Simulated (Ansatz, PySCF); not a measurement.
Cl2La (SMILES [Cl][La+][Cl]), charge +1, singlet, at a GFN2-xTB geometry (such geometries of metal compounds can be far from the true shape) (the multiplicity is a formal guess) (core potentials on La). Base run: WB97X-V/def2-SVP run with PySCF.

Here is a job for PySCF.
```python
from pyscf import gto, scf, dft

mol = gto.M(
    atom='''
La    0.440856   -0.032888    0.547194
Cl    0.614549    0.327651   -1.991551
Cl   -2.092713   -0.217379    0.156842
''',
    basis='def2-svp',
    ecp={'La': 'def2-svp'},
    charge=1,
    spin=0,
    verbose=4,
)

mf = dft.RKS(mol)
mf.xc = 'wb97x_v'
mf.kernel()
```

The same geometry, method and basis name were run in Ansatz (an electronic-structure program) and PySCF, at each program's defaults and at the settings that a row names. The base is PySCF at its defaults. Differences at the defaults can come from grids, fitting, cores and function types together.

```csv
code and settings,ΔE vs base (mEh),basis functions,E (Eh),SCF cycles
"PySCF, defaults (exact integrals, its default grid, spherical functions)",0.000,68,-951.44226,10
"Ansatz, defaults (factorised integrals, its default grid, spherical functions)",-0.001,68,-951.44227,-
"PySCF, density fitting with def2-universal-jkfit",-0.012,68,-951.44228,10
"PySCF, fine grid",-0.002,68,-951.44227,10
"Ansatz, high accuracy",-0.001,68,-951.44226,-
```
